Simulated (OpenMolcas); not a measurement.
# GeClF (SMILES [F][Ge][Cl]): methods side by side

GeClF: 3 atoms, total charge 0, spin state singlet. As SMILES, `[F][Ge][Cl]`. The shape is that of a PBE0-D4/def2-TZVP optimisation.

```xyz
3

F     0.1104    1.4187    0.2062
Ge   -0.7628    0.0356   -0.4103
Cl    0.6416   -1.5191    0.1910
```

Quantity: the electronic atomisation energy, in eV. The values are calculated. Electronic energies at fixed atoms, without zero-point motion or spin-orbit coupling.

| level | kind | program | value (eV) | CPU time (all runs) |
| --- | --- | --- | --- | --- |
| HF/def2-TZVP | Hartree–Fock | OpenMolcas | 6.49 | 46 s |
| SVWN5/def2-TZVP | LDA | OpenMolcas | 11.63 | 65 s |
| BLYP/def2-TZVP | GGA | OpenMolcas | 9.77 | 76 s |
| revPBE/def2-TZVP | GGA | OpenMolcas | 9.60 | 75 s |
| TPSS/def2-TZVP | meta-GGA | OpenMolcas | 9.84 | 88 s |
| r2SCAN/def2-TZVP | meta-GGA | OpenMolcas | 9.82 | 1.8 min |
| B3LYP/def2-TZVP | global hybrid | OpenMolcas | 9.56 | 70 s |
| BHLYP/def2-TZVP | global hybrid | OpenMolcas | 8.98 | 73 s |

All-electron rows without a relativistic Hamiltonian named are non-relativistic. The values span 6.49 to 11.63 eV. Times are those of the runs behind each value, whatever else they computed, on shared processors of several kinds: orders of magnitude only.
